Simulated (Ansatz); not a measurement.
H5InSeSi, SMILES `[SiH3][InH][SeH]`, relaxed with RKS PBE0-D4/def2-TZVP in Ansatz from a GFN2-xTB geometry. The force threshold is 0.005 eV/Å; the program also tests the step.

Charge 0, multiplicity 1. In takes the def2 core potential.

Start:

```xyz
8

Si    1.743    0.455   -0.055
In   -0.835    0.077   -0.175
Se   -2.160   -1.840    0.907
H     2.244   -0.373    1.057
H     2.068    1.867    0.202
H     2.383    0.024   -1.309
H    -2.060    1.084   -1.011
H    -3.381   -1.296    0.385
```

**Question.** How much energy does the relaxation release, and in how many steps? (An estimate is asked.)

**Answer.** Computed: 0.12 eV, in 23 steps, 3 of them rejected.

**Question.** Which bonds change most? (An estimate is asked.)

**Answer.** The calculation gave: In2–H7 from 1.793 to 1.720 Å; In2–Se3 from 2.570 to 2.515 Å; Si1–In2 from 2.607 to 2.563 Å; Se3–H8 from 1.435 to 1.469 Å.

**Question.** Give the relaxed structure. (Estimate.)

**Answer.** The calculation gave: 
```xyz
8

Si    1.643    0.402   -0.034
In   -0.894    0.179   -0.321
Se   -1.944   -1.651    1.048
H     2.160   -0.591    0.944
H     1.991    1.767    0.449
H     2.330    0.186   -1.337
H    -1.992    1.073   -1.295
H    -3.295   -1.366    0.547
```
